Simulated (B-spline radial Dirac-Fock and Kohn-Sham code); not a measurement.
**K-line shifts caused by a second vacancy in Tl²⁰⁺**

System: the Tl²⁰⁺ ion, [Kr] 4d10 4f13 5s2 (tabulated as the ground configuration, which this calculation does not bear out).

Input of the calculation (task.json; shells as n, l, electrons):

```json
{"items": [{
  "Z": 81,
  "q": 20,
  "cfg": [[1, 0, 2], [2, 0, 2], [2, 1, 6], [3, 0, 2], [3, 1, 6], [3, 2, 10], [4, 0, 2], [4, 1, 6], [4, 2, 10], [4, 3, 13], [5, 0, 2]],
  "A": 205,
  "rrms": 5.4759,
  "do": ["binding", "quiet", "double"]
}]}
```

Run with: `python xray_run.py task.json out`

These are calculated numbers from a radial finite-basis atomic code; the model is ΔSCF Dirac-Fock with Breit, self-energy and vacuum polarisation, finite nucleus, configuration average. Each two-hole energy is an average over J within one jj subconfiguration, not an observable level; in light atoms, where LS coupling holds, the j-resolved values are not observed lines, and for a K spectator the Kα1 hypersatellite is nearly forbidden. The model has no electron correlation.

Lines without a spectator: Kα2 (K-L2) 70832.6 eV, Kα1 (K-L3) 72875.6 eV, Kβ3 (K-M2) 82122.0 eV, Kβ1 (K-M3) 82581.9 eV. Shifts in eV with one spectator hole (a dash: not computed, or left out as unreliable):

| spectator hole | Kα2 | Kα1 | Kβ3 | Kβ1 |
| --- | --- | --- | --- | --- |
| K (1s) | +1129.5 | +1234.4 | +1468.9 | +1493.8 |
| L2 (2p1/2) | +150.0 | +207.4 | – | +381.0 |
| L3 (2p3/2) | +102.6 | +116.8 | +268.9 | – |
| M2 (3p1/2) | – | +34.4 | +63.5 | +75.5 |
| M3 (3p3/2) | +16.75 | – | +50.6 | +52.0 |
| M4 (3d3/2) | +5.69 | +2.53 | – | – |
| M5 (3d5/2) | -0.21 | +4.55 | – | – |
